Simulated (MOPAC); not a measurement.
MOPAC input (PM6):

```
PM6 PRECISE GNORM=0.05 LET XYZ CHARGE=1 GEO-OK AUX(PRECISION=9) THREADS=1
CHS2

S     1.56923700 1   -0.30499000 1    0.11767700 1
C     0.09578600 1   -0.03208300 1    0.02546600 1
S    -1.48646500 1    0.34133100 1   -0.18265000 1
H    -1.89906300 1   -0.38896000 1    0.88676800 1
```

From the output:

```
                                                       MOPAC v23.2.5 Linux

          FINAL HEAT OF FORMATION =        227.63878 KCAL/MOL =     952.44064 KJ/MOL

          COSMO AREA              =        100.27 SQUARE ANGSTROMS
          COSMO VOLUME            =         84.14 CUBIC ANGSTROMS

          GRADIENT NORM           =          0.04633          =       0.02317 PER ATOM
          IONIZATION POTENTIAL    =         14.267310 EV
          HOMO LUMO ENERGIES (EV) =        -14.267 -7.023
          NO. OF FILLED LEVELS    =          8
          MOLECULAR WEIGHT        =         77.1389         POINT GROUP:  Cs

          MOLECULAR DIMENSIONS (Angstroms)

            Atom       Atom       Distance
            H     4    S     1     3.61633
            S     3    S     1     1.12976
            S     1    C     2     0.00000

          SCF CALCULATIONS        =         14

   ATOM   CHEMICAL          X               Y               Z
  NUMBER   SYMBOL      (ANGSTROMS)     (ANGSTROMS)     (ANGSTROMS)

     1       S          1.54491525  *  -0.29280997  *   0.10573462  *
     2       C          0.11211743  *  -0.04457975  *   0.03934743  *
     3       S         -1.45595119  *   0.33159563  *  -0.17519603  *
     4       H         -1.99036313  *  -0.35960789  *   0.86416248  *

                             CARTESIAN COORDINATES

   1    S        1.544915250    -0.292809974     0.105734618
   2    C        0.112117428    -0.044579754     0.039347426
   3    S       -1.455951190     0.331595634    -0.175196028
   4    H       -1.990363131    -0.359607892     0.864162485

           Empirical Formula: C H S2  =     4 atoms

      MOLECULAR POINT GROUP   :   Cs

                  EIGENVALUES
 -36.52165 -33.87026 -22.94850 -19.40481 -18.52275 -18.11921 -16.12369 -14.26731
  -7.02269  -6.70090  -5.46819  -5.23084  -4.42350  -3.64056  -3.54850  -3.48638
  -3.48635  -3.25395  -3.01523  -2.88621  -2.71048  -1.77685  -1.57285

              NET ATOMIC CHARGES AND DIPOLE CONTRIBUTIONS

  ATOM NO.   TYPE          CHARGE      No. of ELECS.   s-Pop       p-Pop       d-Pop
    1          S           0.632592        5.3674     1.92497     3.23802     0.20442
    2          C          -0.159464        4.1595     1.21991     2.93955
    3          S           0.324745        5.6753     1.89425     3.61255     0.16846
    4          H           0.202127        0.7979     0.79787
 DIPOLE           X         Y         Z       TOTAL
 POINT-CHG.     0.268    -0.709     0.912     1.186
 HYBRID         0.923    -0.112    -0.023     0.930
 SUM            1.191    -0.821     0.889     1.698

          ATOMIC ORBITAL ELECTRON POPULATIONS

     Atom    s        px        py        pz      x^2-y^2     xz        z^2       yz        xy
    1  S   1.92497   0.89934   1.22110   1.11758   0.06281   0.06124   0.02121   0.00200   0.05716
    2  C   1.21991   1.04237   0.94252   0.95467
    3  S   1.89425   0.80637   1.46774   1.33845   0.03997   0.03620   0.02322   0.03707   0.03199
    4  H   0.79787

 **********************
 *                    *
 * JOB ENDED NORMALLY *
 *                    *
 **********************

 == MOPAC DONE ==
```

The dipole moment of an ion depends on the origin.

The geometry given is a B3LYP-D3(BJ)/def2-TZVP minimum.
